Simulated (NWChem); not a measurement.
System: CHClO₃Si; SMILES Cl[SiH]1OC(=O)O1

Input file for NWChem:

```
start job
memory heap 200 mb stack 900 mb global 1100 mb
geometry units angstroms noautosym nocenter noautoz
  O     -0.645328     2.674571     0.000000
  C     -0.189426     1.581287     0.000000
  O      0.150373     0.782773     1.090991
  Si     0.669561    -0.408635     0.000000
  Cl    -0.418421    -2.125146     0.000000
  O      0.150373     0.782773    -1.090991
  H      2.103624    -0.718603     0.000000
end
basis spherical
  O library pcseg-2
  C library pcseg-2
  Si library pcseg-2
  Cl library pcseg-2
  H library pcseg-2
end
dft
  xc pbe0
  iterations 150
  semidirect filesize 400000000
end
cosmo
  do_cosmo_smd true
  solvent water
end
task dft energy
```

The geometry was optimised at B3LYP/6-31G* (spherical d). Solvent: water.

Solvent water, SMD (1 M gas to 1 M solution), gas-phase geometry. Reactions with the solvent are ignored.

Q: What results follow from this input? (PBE0/pcseg-2, SMD on the gas-phase geometry.) Quantities: basis functions; solvation free energy (kcal/mol); cavity-dispersion-structure term (kcal/mol); dipole in solution (D).

A: 
```
Quantity                                     Value
-------------------------------------------  -----
number of basis functions                      202
solvation free energy (kcal/mol)              -4.0
cavity-dispersion-structure term (kcal/mol)    3.5
dipole in solution (D)                        5.27
```
